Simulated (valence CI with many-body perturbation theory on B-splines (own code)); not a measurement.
**E1 line list for Br²⁰⁺**

Calculated by relativistic CI+MBPT: five valence electrons over a frozen Dirac-Fock core [Ne], a basis of 11 s, 11 p, 10 d, 8 f, 5 g, 2 h functions for each j, with the one-electron correlation potential Σ1, the two-electron term Σ2, the three-electron term Σ3, Breit, model QED; selected CI, second order for the rest, scaled by the run's own slope (own B-spline code, finite nucleus).

No measured spectrum was set against this ion. As an estimate, levels of excited configurations hold to 0.05 to 0.15 % of their energy, terms of the ground configuration to about 0.5 %. Among the levels kept, up to 3400 cm⁻¹ of a level comes from second order outside the variational space, and about a tenth of that is noise between levels of different J, which matters for small intervals.

Lines 101 to 150 of 596 in falling wavelength, among levels below 1828000 cm⁻¹, chosen from the strongest by gf and those to the six lowest levels. Wavelengths and rates use the calculated energies, so an error of 300 cm⁻¹ moves a line at 163.7 Å by 0.049 % and its rate by three times that or more. Electric multipoles are in the length gauge with retardation, E1 and E2 with the static RPA response of the core. Weak lines are less certain than strong ones. Lines between different terms over intervals too small for the method are left out, as are lines whose strength nearly cancels. Where a level lies close to another of its J and parity, the split of strength between their lines is uncertain. The highest levels of a list are the least certain.

Names give the largest LS component (configuration and term), which can be under half, so a name can repeat, a term be missing and a line seem to break the LS rules; names also repeat where a configuration has a term twice. Letters in brackets count levels of one name in rising energy.

| λ vac (Å) | Upper | Lower | A (s⁻¹) | S (a.u.) |
| --- | --- | --- | --- | --- |
| 163.7 | 3s 3p3 3d 4F°_3/2 [c] | 3s2 3p2 3d 4D_1/2 [a] | 6.91e+09 | 5.98e-02 |
| 163.5 | 3s 3p3 3d 6D°_7/2 | 3s 3p4 4P_5/2 | 7.70e+07 | 1.33e-03 |
| 163.2 | 3s2 3p2 3d 4F_5/2 | 3s2 3p3 2D°_5/2 | 4.28e+08 | 5.50e-03 |
| 162.9 | 3s 3p3 3d 2F°_7/2 [c] | 3s2 3p2 3d 2F_5/2 [b] | 9.69e+09 | 1.65e-01 |
| 162.7 | 3s 3p3 3d 2P°_3/2 [d] | 3s2 3p2 3d 2P_3/2 [b] | 7.98e+09 | 6.79e-02 |
| 162.6 | 3s 3p3 3d 4D°_7/2 [c] | 3s2 3p2 3d 4F_9/2 | 3.24e+09 | 5.50e-02 |
| 162.2 | 3s 3p3 3d 4D°_7/2 [e] | 3s2 3p2 3d 4P_5/2 | 7.85e+09 | 1.32e-01 |
| 162.1 | 3s 3p3 3d 2G°_9/2 [b] | 3s2 3p2 3d 4D_7/2 | 4.73e+09 | 9.94e-02 |
| 161.9 | 3s 3p3 3d 4D°_5/2 [c] | 3s2 3p2 3d 4D_3/2 | 4.19e+09 | 5.26e-02 |
| 161.9 | 3s 3p4 2S_1/2 | 3s2 3p3 2D°_3/2 | 1.45e+10 | 6.09e-02 |
| 161.8 | 3s 3p3 3d 4D°_7/2 [d] | 3s2 3p2 3d 4D_7/2 | 2.89e+09 | 4.84e-02 |
| 161.7 | 3s 3p3 3d 2D°_5/2 [b] | 3s2 3p2 3d 2F_7/2 [a] | 5.57e+09 | 6.98e-02 |
| 161.4 | 3s 3p3 3d 4D°_7/2 [e] | 3s2 3p2 3d 2G_7/2 | 3.12e+09 | 5.19e-02 |
| 161.2 | 3p4 3d 4F_9/2 | 3s 3p3 3d 4D°_7/2 [a] | 5.63e+09 | 1.17e-01 |
| 161.2 | 3s2 3p2 3d 4D_3/2 | 3s2 3p3 2P°_1/2 | 3.50e+08 | 2.89e-03 |
| 160.6 | 3s2 3p2 3d 4F_3/2 | 3s2 3p3 2D°_3/2 | 2.16e+09 | 1.76e-02 |
| 160.2 | 3s 3p4 2D_5/2 | 3s2 3p3 4S°_3/2 | 1.35e+08 | 1.64e-03 |
| 159.4 | 3p5 2P°_3/2 | 3s 3p4 4P_5/2 | 1.30e+09 | 1.04e-02 |
| 158.8 | 3s 3p3 3d 2G°_7/2 [b] | 3s2 3p2 3d 4D_5/2 | 7.35e+09 | 1.16e-01 |
| 158.4 | 3s 3p3 3d 2D°_5/2 [b] | 3s2 3p2 3d 4F_7/2 | 4.54e+09 | 5.35e-02 |
| 158.1 | 3s2 3p 3d2 2P°_1/2 [a] | 3s2 3p2 3d 2D_3/2 [b] | 1.80e+10 | 7.01e-02 |
| 158.0 | 3s2 3p2 3d 4D_1/2 [b] | 3s2 3p3 2P°_1/2 | 4.05e+08 | 1.58e-03 |
| 157.3 | 3s2 3p 3d2 4G°_7/2 | 3s2 3p2 3d 2G_7/2 | 7.12e+09 | 1.09e-01 |
| 157.3 | 3s 3p3 3d 4D°_5/2 [c] | 3s2 3p2 3d 4F_7/2 | 7.42e+09 | 8.55e-02 |
| 157.2 | 3s2 3p 3d2 2F°_5/2 [a] | 3s2 3p2 3d 2F_5/2 [b] | 4.68e+09 | 5.38e-02 |
| 156.6 | 3s 3p3 3d 2F°_5/2 [c] | 3s2 3p2 3d 2D_3/2 [a] | 6.12e+09 | 6.96e-02 |
| 156.5 | 3s2 3p 3d2 4G°_9/2 | 3s2 3p2 3d 2G_9/2 | 3.58e+09 | 6.77e-02 |
| 156.4 | 3s 3p3 3d 2D°_5/2 [g] | 3s2 3p2 3d 2D_5/2 [c] | 1.05e+10 | 1.18e-01 |
| 156.0 | 3s 3p3 3d 2G°_7/2 [b] | 3s2 3p2 3d 4F_9/2 | 3.36e+09 | 5.04e-02 |
| 155.9 | 3s 3p3 3d 2D°_3/2 [f] | 3s2 3p2 3d 2D_5/2 [c] | 1.74e+10 | 1.30e-01 |
| 155.8 | 3s 3p3 3d 2F°_7/2 [c] | 3s2 3p2 3d 2D_5/2 [a] | 8.30e+09 | 1.24e-01 |
| 155.2 | 3s 3p3 3d 4D°_7/2 [e] | 3s2 3p2 3d 4D_7/2 | 1.14e+10 | 1.68e-01 |
| 154.8 | 3s 3p4 2P_3/2 | 3s2 3p3 2P°_3/2 | 2.15e+09 | 1.57e-02 |
| 154.8 | 3s 3p3 3d 2F°_5/2 [a] | 3s2 3p2 3d 4D_5/2 | 4.38e+09 | 4.82e-02 |
| 154.8 | 3s 3p3 3d 2D°_3/2 [f] | 3s2 3p2 3d 2D_3/2 [c] | 1.07e+10 | 7.82e-02 |
| 154.7 | 3s2 3p2 3d 4F_7/2 | 3s2 3p3 2D°_5/2 | 1.86e+08 | 2.71e-03 |
| 153.8 | 3s 3p3 3d 2D°_5/2 [f] | 3s2 3p2 3d 2F_7/2 [b] | 1.46e+10 | 1.57e-01 |
| 153.7 | 3p4 3d 2G_7/2 | 3s 3p3 3d 4D°_5/2 [a] | 4.96e+09 | 7.11e-02 |
| 153.4 | 3s2 3p 3d2 4P°_3/2 | 3s2 3p2 3d 2P_1/2 [b] | 6.57e+09 | 4.68e-02 |
| 153.2 | 3s2 3p 3d2 2F°_7/2 [a] | 3s2 3p2 3d 2F_7/2 [b] | 6.17e+09 | 8.76e-02 |
| 152.6 | 3s 3p3 3d 2G°_7/2 [b] | 3s2 3p2 3d 2F_7/2 [a] | 8.85e+09 | 1.24e-01 |
| 151.7 | 3s 3p3 3d 2P°_3/2 [d] | 3s2 3p2 3d 2F_5/2 [b] | 8.89e+09 | 6.13e-02 |
| 151.7 | 3s2 3p2 3d 2F_7/2 [a] | 3s2 3p3 2D°_5/2 | 1.40e+08 | 1.93e-03 |
| 151.6 | 3s 3p3 3d 2P°_3/2 [d] | 3s2 3p2 3d 2P_1/2 [b] | 1.72e+10 | 1.19e-01 |
| 151.4 | 3s2 3p 3d2 4P°_5/2 | 3s2 3p2 3d 2F_7/2 [b] | 1.29e+10 | 1.33e-01 |
| 151.1 | 3s 3p3 3d 2D°_3/2 [b] | 3s2 3p2 3d 2F_5/2 [a] | 6.57e+09 | 4.48e-02 |
| 151.0 | 3s 3p3 3d 2D°_3/2 [e] | 3s2 3p2 3d 2D_5/2 [b] | 8.98e+09 | 6.10e-02 |
| 150.4 | 3s2 3p2 3d 4D_3/2 | 3s2 3p3 2D°_5/2 | 5.78e+09 | 3.89e-02 |
| 149.9 | 3s 3p3 3d 4F°_5/2 [b] | 3s2 3p2 3d 2P_3/2 [a] | 6.41e+09 | 6.39e-02 |
| 149.5 | 3s 3p3 3d 2D°_5/2 [f] | 3s2 3p2 3d 2D_5/2 [b] | 4.52e+09 | 4.47e-02 |
